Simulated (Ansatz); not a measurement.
One geometry of AuNClH3⁺, that is Au(NH3)Cl with one electron fewer, several levels of theory.

```yaml
crystal:
  periodic: [false, false, false]
  atoms:
    - {symbol: Au, position_ang: [-0.006159, 0.000633, -1.199221]}
    - {symbol: N, position_ang: [0.004538, -0.000488, 0.885690]}
    - {symbol: H, position_ang: [-0.410634, 0.850220, 1.251008]}
    - {symbol: H, position_ang: [0.951905, -0.064994, 1.243242]}
    - {symbol: H, position_ang: [-0.521931, -0.787407, 1.250550]}
    - {symbol: Cl, position_ang: [-0.017719, 0.002026, -3.431258]}
basis:
  gaussian: {orbitals: def2-TZVP, initial_orbitals: start.molden}
total_charge: 1
magnetization: {spin_polarized: true, initial_magnetization: 1}
hamiltonian: {xc: pbe, dispersion: d4}
scf: {omitted_lower_state_checks: [starts]}
output: {orbitals: {seedname: orbitals}}
```

The file start.molden holds the orbitals of an earlier run on this structure, at another level or in another basis.

```sh
$ ansatz run in.yaml --threads 4 --pin off --events-out ev --progress --plain --max-ram 3916MiB
```

It prints (some lines left out):

```
Functional definition: PBE
901 factors; their error is unknown
mean field evaluation 1: about -17743.4540 eV, gradient 7.4e0 eV
mean field evaluation 2: about -17743.5663 eV, gradient 1.8e-1 eV
mean field evaluation 4: about -17743.5528 eV, gradient 2.3e-3 eV
mean field evaluation 8: about -17743.5528 eV, gradient 1.5e-2 eV
mean field evaluation 16: about -17743.5528 eV, gradient 1.6e-4 eV
mean field -17743.55284857 eV, -652.0635401728 hartree, gradient 3.0e-6 eV, S^2 0.752133; 0 other end points of the search recorded, 0 dependent functions left out
reference -17743.55288845 eV, -652.0635416383 hartree; 23, 22 occupied and 103, 104 virtual orbitals, 901 factors
Total energy: -17743.64521745 eV, -652.0669346665 hartree
Checks for a lower state left out: starts
```

Hardware: 4 threads of Arm Neoverse V1 on a shared host. Wall time 14 s.

As the first input, with `hamiltonian: {xc: r2scan, dispersion: d4}` (abridged; 22 s):

```
Functional definition: r2SCAN
mean field evaluation 16: about -17749.2659 eV, gradient 6.5e-4 eV
mean field -17749.26590592 eV, -652.2734911579 hartree, gradient 9.8e-6 eV, S^2 0.754692
Total energy: -17749.28662081 eV, -652.2742524161 hartree
Checks for a lower state left out: starts
```

First input, but with `gaussian: {orbitals: def2-TZVP}`, `hamiltonian: {xc: pbe0, dispersion: d4}` and without the key `scf` (abridged; 23 s):

```
Functional definition: PBE0
mean field evaluation 16: about -17743.2490 eV, gradient 2.9e-3 eV
mean field evaluation 32: about -17743.2490 eV, gradient 1.3e-5 eV
mean field evaluation 64: about -17743.2490 eV, gradient 1.5e-2 eV
mean field -17743.24902429 eV, -652.0523748364 hartree, gradient 3.0e-6 eV, S^2 0.754687; 6 other end points of the search recorded, 0 dependent functions left out
Total energy: -17743.32687895 eV, -652.0552359425 hartree
```

Geometry: PBE0-D4/def2-TZVP, that of the neutral singlet.

In the def2 sets Au takes a core potential; there is no spin–orbit coupling.
